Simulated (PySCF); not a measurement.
H2P (SMILES [PH2]), doublet, geometry from GFN2-xTB. Base run: CASSCF(3,4)/6-31G* run with PySCF.

Here is a job for PySCF.
```python
from pyscf import gto, scf, mcscf
import numpy

mol = gto.Mole()
mol.atom = '''
    P     0.00300800   -0.00080054    0.11434732
    H    -0.02238001    1.00221204   -0.85063528
    H    -0.02274002   -0.99020401   -0.86457453
'''
mol.basis = '6-31g*'
mol.spin = 1
mol.verbose = 4
mol.build()

mf = scf.ROHF(mol)
mf.kernel()
mc = mcscf.CASSCF(mf, 4, 3)
mc.fix_spin_(ss=0.75)
mc.kernel()
occ = numpy.linalg.eigvalsh(mc.fcisolver.make_rdm1(mc.ci, mc.ncas, mc.nelecas))[::-1]
ss = mc.fcisolver.spin_square(mc.ci, mc.ncas, mc.nelecas)[0]
print('natural occupations', occ.round(4), ' <S^2>', round(ss, 4))
```

The base run was repeated with changes; each row names its change, and settings that it needs were set with it.

```json
[
 {"change": "base", "ΔE vs base (mEh)": "0.000", "natural occupations": "1.97 1.00 0.02 0.01", "<S^2> of the state": "0.75"},
 {"change": "fix_spin_ = off", "ΔE vs base (mEh)": "0.000", "natural occupations": "1.97 1.00 0.02 0.01", "<S^2> of the state": "0.75"},
 {"change": "correction = SC-NEVPT2", "ΔE vs base (mEh)": "-76.776", "natural occupations": "1.97 1.00 0.02 0.01", "<S^2> of the state": "0.75"},
 {"change": "orbitals = fixed (CASCI)", "ΔE vs base (mEh)": "13.548", "natural occupations": "1.99 1.00 0.01 0.00", "<S^2> of the state": "0.75"},
 {"change": "active space = 7 electrons, 5 orbitals", "ΔE vs base (mEh)": "6.016", "natural occupations": "2.00 1.99 1.98 1.00 0.03", "<S^2> of the state": "0.75"},
 {"change": "solver = newton", "ΔE vs base (mEh)": "0.000", "natural occupations": "1.97 1.00 0.02 0.01", "<S^2> of the state": "0.75"},
 {"change": "orbitals = fixed (CASCI); correction = SC-NEVPT2", "ΔE vs base (mEh)": "-78.760", "natural occupations": "1.99 1.00 0.01 0.00", "<S^2> of the state": "0.75"},
 {"change": "conv_tol = 1e-5", "ΔE vs base (mEh)": "0.001", "natural occupations": "1.97 1.00 0.02 0.01", "<S^2> of the state": "0.75"},
 {"change": "active space = 5 electrons, 7 orbitals", "ΔE vs base (mEh)": "-22.034", "natural occupations": "1.98 1.97 1.00 0.02 0.02 0.01 0.00", "<S^2> of the state": "0.75"},
 {"change": "active space = 7 electrons, 9 orbitals", "ΔE vs base (mEh)": "-46.822", "natural occupations": "1.98 1.97 1.96 1.00 0.04 0.03 0.01 0.01 0.01", "<S^2> of the state": "0.75"},
 {"change": "active space = 3 electrons, 5 orbitals", "ΔE vs base (mEh)": "-4.040", "natural occupations": "1.97 1.00 0.02 0.01 0.00", "<S^2> of the state": "0.75"}
]
```

Active orbitals are taken around the Fermi level unless the row says otherwise; CASSCF can end in different local minima, and two programs can end on different orbitals. State-averaged rows give the lowest state.

Open shells are given as the SCF converged; they aren't shown to be the lowest states, and a large step between rows can be another state.
